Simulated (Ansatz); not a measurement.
In4Sb5H16²⁺, a cluster cut from zinc blende InSb (hydrogen-capped). Charge 2, multiplicity 2. Geometry r2SCAN-D4/def2-SVP, that of the charge +1 singlet; atoms count from 1.

| atom | x (Å) | y (Å) | z (Å) |
| --- | --- | --- | --- |
| Sb1 | 1.278 | -2.195 | -1.813 |
| Sb2 | 0.721 | -1.602 | 2.576 |
| Sb3 | 2.237 | 1.638 | 0.063 |
| Sb4 | -1.215 | 1.237 | -2.592 |
| Sb5 | -1.773 | 1.833 | 1.796 |
| In6 | 2.619 | -1.181 | 0.490 |
| In7 | -1.413 | -1.679 | -2.868 |
| In8 | -2.127 | -0.913 | 2.775 |
| In9 | -0.319 | 2.865 | -0.429 |
| H10 | 1.491 | -3.874 | -1.663 |
| H11 | 2.430 | -1.978 | -3.044 |
| H12 | 0.905 | -3.254 | 2.926 |
| H13 | 1.544 | -1.036 | 3.951 |
| H14 | 3.305 | 2.137 | -1.159 |
| H15 | 2.986 | 2.472 | 1.338 |
| H16 | -0.376 | 1.883 | -3.922 |
| H17 | -2.720 | 1.924 | -2.980 |
| H18 | -1.271 | 2.838 | 3.072 |
| H19 | -3.305 | 2.542 | 1.604 |
| H20 | 4.247 | -1.649 | 0.763 |
| H21 | -1.298 | -1.976 | -4.547 |
| H22 | -2.434 | -2.125 | -1.569 |
| H23 | -2.425 | -0.750 | 4.449 |
| H24 | -2.822 | -1.720 | 1.436 |
| H25 | -0.265 | 4.564 | -0.653 |

In the def2 sets In, Sb take a core potential; there is no spin–orbit coupling. Single mean-field runs in def2-TZVP are fitted with def2-universal-jkfit.

Q: Estimate the Mulliken populations from the PBE0/def2-TZVP orbitals of Ansatz.

A: 
```tsv
atom	charge (e)	spin (α − β)
Sb1	-0.05	0.17
Sb2	-0.05	0.18
Sb3	-0.12	-0.02
Sb4	-0.05	0.17
Sb5	-0.05	0.17
In6	0.31	0.06
In7	0.27	0.03
In8	0.27	0.03
In9	0.31	0.06
H10	0.10	0.00
H11	0.10	0.00
H12	0.10	-0.01
H13	0.10	0.00
H14	0.10	0.01
H15	0.10	0.01
H16	0.10	0.00
H17	0.10	-0.01
H18	0.10	0.00
H19	0.10	-0.01
H20	0.04	-0.01
H21	0.05	0.07
H22	-0.01	0.02
H23	0.05	0.07
H24	-0.01	0.02
H25	0.04	-0.01
```
Mulliken values depend strongly on the basis.

Q: Where does the spin sit?

A: Summed by element: Sb 0.68, In 0.19, H 0.13, of 1 unpaired in all. Largest on single atoms: Sb2 0.18, Sb5 0.17, Sb4 0.17.

Q: And the Mayer bond orders between heavy atoms (over 0.3)?

A: Sb1–In6 0.65 (2.85 Å); Sb1–In7 0.55 (2.94 Å); Sb2–In6 0.65 (2.85 Å); Sb2–In8 0.55 (2.94 Å); Sb3–In6 0.68 (2.88 Å); Sb3–In9 0.68 (2.88 Å); Sb4–In7 0.55 (2.94 Å); Sb4–In9 0.65 (2.85 Å); Sb5–In8 0.55 (2.94 Å); Sb5–In9 0.65 (2.85 Å).
